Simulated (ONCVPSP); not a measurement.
## An all-electron radial function and its pseudo partner (F (Z = 9))

Columns: radius, all-electron u(r) and pseudo u(r) of the 2p shell (level -49.01 eV) of fluorine in the configuration [He] 2s2 2p3; PBE, non-relativistic, ONCV scheme, ONCVPSP 4.0.1.

```json
{"r (bohr)": "0.060", "all-electron": "0.0694", "pseudo": "0.0273"}
{"r (bohr)": "0.120", "all-electron": "0.2161", "pseudo": "0.1058"}
{"r (bohr)": "0.180", "all-electron": "0.3833", "pseudo": "0.2264"}
{"r (bohr)": "0.240", "all-electron": "0.5428", "pseudo": "0.3753"}
{"r (bohr)": "0.300", "all-electron": "0.6813", "pseudo": "0.5365"}
{"r (bohr)": "0.360", "all-electron": "0.7944", "pseudo": "0.6938"}
{"r (bohr)": "0.420", "all-electron": "0.8819", "pseudo": "0.8330"}
{"r (bohr)": "0.480", "all-electron": "0.9451", "pseudo": "0.9442"}
{"r (bohr)": "0.540", "all-electron": "0.9863", "pseudo": "1.0222"}
{"r (bohr)": "0.600", "all-electron": "1.0083", "pseudo": "1.0665"}
{"r (bohr)": "0.660", "all-electron": "1.0138", "pseudo": "1.0799"}
{"r (bohr)": "0.720", "all-electron": "1.0061", "pseudo": "1.0682"}
{"r (bohr)": "0.780", "all-electron": "0.9877", "pseudo": "1.0382"}
{"r (bohr)": "0.840", "all-electron": "0.9611", "pseudo": "0.9968"}
{"r (bohr)": "0.900", "all-electron": "0.9282", "pseudo": "0.9498"}
{"r (bohr)": "0.960", "all-electron": "0.8909", "pseudo": "0.9015"}
{"r (bohr)": "1.020", "all-electron": "0.8504", "pseudo": "0.8544"}
{"r (bohr)": "1.080", "all-electron": "0.8080", "pseudo": "0.8089"}
{"r (bohr)": "1.140", "all-electron": "0.7646", "pseudo": "0.7647"}
{"r (bohr)": "1.200", "all-electron": "0.7210", "pseudo": "0.7210"}
{"r (bohr)": "1.260", "all-electron": "0.6777", "pseudo": "0.6777"}
{"r (bohr)": "1.320", "all-electron": "0.6353", "pseudo": "0.6353"}
{"r (bohr)": "1.380", "all-electron": "0.5941", "pseudo": "0.5941"}
{"r (bohr)": "1.440", "all-electron": "0.5544", "pseudo": "0.5544"}
{"r (bohr)": "1.500", "all-electron": "0.5163", "pseudo": "0.5163"}
{"r (bohr)": "1.560", "all-electron": "0.4800", "pseudo": "0.4800"}
```

Problem. How many radial nodes do the two functions have?

Solution. The all-electron 2p function has n − l − 1 = 0; the pseudo-wave has 0.

Problem. At about which radius was the pseudo-wave matched?

Solution. 1.20 bohr, where the columns begin to agree (steps of 0.06 bohr).

Problem. Where does each function peak?

Solution. Outermost all-electron maximum near 0.66 bohr, pseudo maximum near 0.66 bohr (to the table’s step).

Problem. Is the pseudo-wave norm-conserving?

Solution. Yes: the ONCV scheme keeps the norm inside the radius equal to the all-electron one, which fixes the energy derivative of the logarithmic derivative at the level.
